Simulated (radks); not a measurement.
Results of a calculation; reference values are marked as such.
B3+, 2 electrons, occupied as 1s1 4d1 (not the ground configuration).

Code: a radial shooting solver on a logarithmic mesh with Libxc functionals. Model: scalar-relativistic Kohn-Sham, BLYP, spin-polarised, spherical densities, finite nucleus; open shells are filled with parallel spins first; Fermi nuclear charge, rms radius 2.406 fm.

Energy parts (hartree):
total: -13.00800
kinetic: 13.01636
electron-nucleus: -26.27427
Hartree: 1.90093
exchange-correlation: -1.65103

Orbitals (lengths in bohr, moments of r in powers of bohr; r(90%) holds 90 % of the orbital's charge):
\begin{tabular}{lrrrr}
orbital & occ. & eigenvalue (hartree) & r(90%) & <r^4> \\ \hline
1s up & 1 & -11.09226 & 0.536 & 0.03751 \\
4d up & 1 & -0.45406 & 7.31 & 1244 \\
\end{tabular}

The highest occupied level is 4d up at -12.355 eV. The density falls to 0.001 e/bohr^3 at r = 2.25 bohr.
